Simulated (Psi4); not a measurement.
H3BO, singlet, at a GFN2-xTB geometry; MP2/def2-TZVP (Psi4).

Here is a job for Psi4.
```
memory 2 GB

molecule mol {
0 1
B    -0.440589   -0.544823    0.063087
H    -0.342800   -1.270403    0.978173
H    -1.267257   -0.704566   -0.765188
O     0.429648    0.454221    0.023073
H     0.375815    1.065317   -0.712999
}

set {
  basis def2-tzvp
  reference rhf
  freeze_core true
}

energy('mp2')
print_variables()
```

Problem. Write the output that Psi4 gives for this input, abridged.

Solution. 
```
    SCF Algorithm Type (re)set to DF.

   => Loading Basis Set <=

    Name: DEF2-TZVP
    Role: ORBITAL
    Keyword: BASIS

         ---------------------------------------------------------
                                   SCF
               by Justin Turney, Rob Parrish, Andy Simmonett
                          and Daniel G. A. Smith
                              RHF Reference
         ---------------------------------------------------------

  ==> Geometry <==

    Molecular point group: c1
    Full point group: C1

    Geometry (in Angstrom), charge = 0, multiplicity = 1:

       Center              X                  Y                   Z               Mass
    ------------   -----------------  -----------------  -----------------  -----------------
         B           -0.466488565445    -0.556490005481     0.044448603507    11.009305360000
         H           -0.368699565445    -1.282070005481     0.959534603507     1.007825032230
         H           -1.293156565445    -0.716233005481    -0.783826396493     1.007825032230
         O            0.403748434555     0.442553994519     0.004434603507    15.994914619570
         H            0.349915434555     1.053649994519    -0.731637396493     1.007825032230

  Running in c1 symmetry.

  Rotational constants: A =      6.09324  B =      1.04541  C =      0.89232 [cm^-1]
  Rotational constants: A = 182670.69982  B =  31340.58607  C =  26750.95739 [MHz]
  Nuclear repulsion =   30.809309038422093

  Charge       = 0
  Multiplicity = 1
  Electrons    = 16
  Nalpha       = 8
  Nbeta        = 8

  ==> Algorithm <==

  SCF Algorithm Type is DF.
  DIIS enabled.
  MOM disabled.
  Fractional occupation disabled.
  Guess Type is SAD.
  Energy threshold   = 1.00e-08
  Density threshold  = 1.00e-08
  Integral threshold = 1.00e-12

  ==> Primary Basis <==

  Basis Set: DEF2-TZVP
    Blend: DEF2-TZVP
    Number of shells: 34
    Number of basis functions: 80
    Number of Cartesian functions: 90
    Spherical Harmonics?: true
    Max angular momentum: 3

   => Loading Basis Set <=

    Name: (DEF2-TZVP AUX)
    Role: JKFIT
    Keyword: DF_BASIS_SCF

  ==> Integral Setup <==

  SCF_SUBTYPE=INCORE selected. In-core MEM_DF algorithm will be used.
  Using in-core AOs.

  ==> MemDFJK: Density-Fitted J/K Matrices <==

    J tasked:                   Yes
    K tasked:                   Yes
    wK tasked:                   No
    Algorithm:                 Core
    Schwarz Cutoff:           1E-12
    Mask sparsity (%):       0.0313
    Fitting Condition:        1E-10

   => Auxiliary Basis Set <=

  Basis Set: (DEF2-TZVP AUX)
    Blend: DEF2-UNIVERSAL-JKFIT
    Number of shells: 68
    Number of basis functions: 206
    Number of Cartesian functions: 242
    Spherical Harmonics?: true
    Max angular momentum: 4

  Minimum eigenvalue in the overlap matrix is 6.0125227320E-04.
  Reciprocal condition number of the overlap matrix is 9.6251414077E-05.
    Using symmetric orthogonalization.

  ==> Pre-Iterations <==

  SCF Guess: Superposition of Atomic Densities via on-the-fly atomic UHF (no occupation information).

   -------------------------
    Irrep   Nso     Nmo
   -------------------------
     A         80      80
   -------------------------
    Total      80      80
   -------------------------

  ==> Iterations <==

                           Total Energy        Delta E     RMS |[F,P]|

   @DF-RHF iter SAD:  -100.51405152707848   -1.00514e+02   0.00000e+00
   @DF-RHF iter   1:  -101.30400663494854   -7.89955e-01   5.15266e-03 DIIS/ADIIS
   @DF-RHF iter   2:  -101.34822422243622   -4.42176e-02   3.26557e-03 DIIS/ADIIS
   @DF-RHF iter   3:  -101.36987588602510   -2.16517e-02   3.53453e-04 DIIS/ADIIS
   @DF-RHF iter   4:  -101.37039544982834   -5.19564e-04   7.76803e-05 DIIS
   @DF-RHF iter   5:  -101.37042851830395   -3.30685e-05   1.85876e-05 DIIS
   @DF-RHF iter   6:  -101.37043146716215   -2.94886e-06   4.59985e-06 DIIS
   @DF-RHF iter   7:  -101.37043167320223   -2.06040e-07   1.18890e-06 DIIS
   @DF-RHF iter   8:  -101.37043168547446   -1.22722e-08   2.69867e-07 DIIS
   @DF-RHF iter   9:  -101.37043168616115   -6.86697e-10   5.58921e-08 DIIS
   @DF-RHF iter  10:  -101.37043168618719   -2.60343e-11   9.96267e-09 DIIS
  Energy and wave function converged.

  ==> Post-Iterations <==

    Orbital Energies [Eh]
    ---------------------

    Doubly Occupied:

       1A    -20.580553     2A     -7.611814     3A     -1.381575
       4A     -0.783913     5A     -0.648846     6A     -0.583383
       7A     -0.549489     8A     -0.460587

    Virtual:

       9A      0.104368    10A      0.123918    11A      0.154361
      12A      0.179121    13A      0.223009    14A      0.270091
      15A      0.285205    16A      0.335310    17A      0.499289
      18A      0.519999    19A      0.530300    20A      0.588285
      21A      0.641069    22A      0.648302    23A      0.658471
      24A      0.690942    25A      0.757033    26A      0.853493
      27A      0.896417    28A      0.923749    29A      0.942464
      30A      1.054209    31A      1.101717    32A      1.157244
      33A      1.283737    34A      1.464053    35A      1.643984
      36A      1.745755    37A      1.793315    38A      1.829082
      39A      1.881998    40A      1.924987    41A      1.996136
      42A      2.001556    43A      2.070322    44A      2.122422
      45A      2.147385    46A      2.202278    47A      2.272254
      48A      2.298550    49A      2.450663    50A      2.470471
      51A      2.611102    52A      2.636367    53A      2.714095
      54A      2.795619    55A      2.820165    56A      2.867178
      57A      3.038220    58A      3.126251    59A      3.240574
      60A      3.279664    61A      3.314345    62A      3.333286
      63A      3.552859    64A      3.845370    65A      4.035205
      66A      4.419115    67A      5.646932    68A      5.717241
      69A      5.924048    70A      6.006677    71A      6.126884
      72A      6.338798    73A      6.819528    74A      6.908347
      75A      7.112531    76A      7.206325    77A      7.403611
      78A      7.624970    79A     15.845486    80A     44.993051

    Final Occupation by Irrep:
              A
    DOCC [     8 ]
    NA   [     8 ]
    NB   [     8 ]

  @DF-RHF Final Energy:  -101.37043168618719

   => Energetics <=

    Nuclear Repulsion Energy =             30.8093090384220929
    One-Electron Energy =                -199.1591613742093614
    Two-Electron Energy =                  66.9794206496000726
    Total Energy =                       -101.3704316861871888

Computation Completed

Properties will be evaluated at   0.000000,   0.000000,   0.000000 [a0]

Properties computed using the SCF density matrix

 Multipole Moments:

 ------------------------------------------------------------------------------------
     Multipole            Electronic (a.u.)      Nuclear  (a.u.)        Total (a.u.)
 ------------------------------------------------------------------------------------

 L = 1.  Multiply by 2.5417464519 to convert [e a0] to [Debye]
 Dipole X            :          0.6365863           -0.7830950           -0.1465088
 Dipole Y            :          0.6856020           -0.3527572            0.3328448
 Dipole Z            :          0.0203488           -0.5635340           -0.5431852
 Magnitude           :                                                    0.6536823

 ------------------------------------------------------------------------------------

  //>>>>>>>>>>>>>>>>>>>>>>>>>>>>>>>>>>>//
  //               DFMP2               //
  //<<<<<<<<<<<<<<<<<<<<<<<<<<<<<<<<<<<//

   => Loading Basis Set <=

    Name: (DEF2-TZVP AUX)
    Role: RIFIT
    Keyword: DF_BASIS_MP2

	 --------------------------------------------------------
	                          DF-MP2
	      2nd-Order Density-Fitted Moller-Plesset Theory

	        Rob Parrish, Justin Turney, Andy Simmonett,
	           Ed Hohenstein, and C. David Sherrill
	 --------------------------------------------------------

   => Auxiliary Basis Set <=

  Basis Set: (DEF2-TZVP AUX)
    Blend: DEF2-TZVP-RI
    Number of shells: 65
    Number of basis functions: 197
    Number of Cartesian functions: 238
    Spherical Harmonics?: true
    Max angular momentum: 4

	 --------------------------------------------------------
	                 NBF =    80, NAUX =   197
	 --------------------------------------------------------
	   CLASS    FOCC     OCC    AOCC    AVIR     VIR    FVIR
	   PAIRS       2       8       6      72      72       0
	 --------------------------------------------------------

	-----------------------------------------------------------
	 ==================> DF-MP2 Energies <====================
	-----------------------------------------------------------
	 Reference Energy          =    -101.3704316861871888 [Eh]
	 Singles Energy            =      -0.0000000000000000 [Eh]
	 Same-Spin Energy          =      -0.0774308798808688 [Eh]
	 Opposite-Spin Energy      =      -0.2635887323622222 [Eh]
	 Correlation Energy        =      -0.3410196122430910 [Eh]
	 Total Energy              =    -101.7114512984302763 [Eh]
	-----------------------------------------------------------
	 ================> DF-SCS-MP2 Energies <==================
	-----------------------------------------------------------
	 SCS Same-Spin Scale       =       0.3333333333333333 [-]
	 SCS Opposite-Spin Scale   =       1.2000000000000000 [-]
	 SCS Same-Spin Energy      =      -0.0258102932936229 [Eh]
	 SCS Opposite-Spin Energy  =      -0.3163064788346666 [Eh]
	 SCS Correlation Energy    =      -0.3421167721282896 [Eh]
	 SCS Total Energy          =    -101.7125484583154815 [Eh]
	-----------------------------------------------------------

  Variable Map:
  ----------------------------------------------------------------------------
  "CURRENT CORRELATION ENERGY"           =>      -0.341019612243
  "CURRENT ENERGY"                       =>    -101.711451298430
  "CURRENT REFERENCE ENERGY"             =>    -101.370431686187
  "CUSTOM SCS-MP2 CORRELATION ENERGY"    =>      -0.342116772128
  "CUSTOM SCS-MP2 TOTAL ENERGY"          =>    -101.712548458315
  "DD SOLVATION ENERGY"                  =>       0.000000000000
  "HF KINETIC ENERGY"                    =>     101.387895766240
  "HF POTENTIAL ENERGY"                  =>    -202.758327452427
  "HF TOTAL ENERGY"                      =>    -101.370431686187
  "HF VIRIAL RATIO"                      =>       1.999827749852
  "MP2 CORRELATION ENERGY"               =>      -0.341019612243
  "MP2 DOUBLES ENERGY"                   =>      -0.341019612243
  "MP2 OPPOSITE-SPIN CORRELATION ENERGY" =>      -0.263588732362
  "MP2 SAME-SPIN CORRELATION ENERGY"     =>      -0.077430879881
  "MP2 SINGLES ENERGY"                   =>      -0.000000000000
  "MP2 TOTAL ENERGY"                     =>    -101.711451298430
  "NUCLEAR REPULSION ENERGY"             =>      30.809309038422
  "ONE-ELECTRON ENERGY"                  =>    -199.159161374209
  "PCM POLARIZATION ENERGY"              =>       0.000000000000
  "PE ENERGY"                            =>       0.000000000000
  "SCF ITERATION ENERGY"                 =>    -101.370431686187
  "SCF ITERATIONS"                       =>      10.000000000000
  "SCF TOTAL ENERGY"                     =>    -101.370431686187
  "SCS-MP2 CORRELATION ENERGY"           =>      -0.342116772128
  "SCS-MP2 TOTAL ENERGY"                 =>    -101.712548458315
  "TWO-ELECTRON ENERGY"                  =>      66.979420649600

  Array Variable Map:
  ----------------------------------------------------------------------------
  "CURRENT DIPOLE"                       =>      -0.146508774355 ... -0.543185150645 1 by 3
  "SCF DIPOLE"                           =>      -0.146508774355 ... -0.543185150645 1 by 3
  "SCF TOTAL ENERGIES"                   =>    -100.514051527078 ... -101.370431686187 1 by 11
```
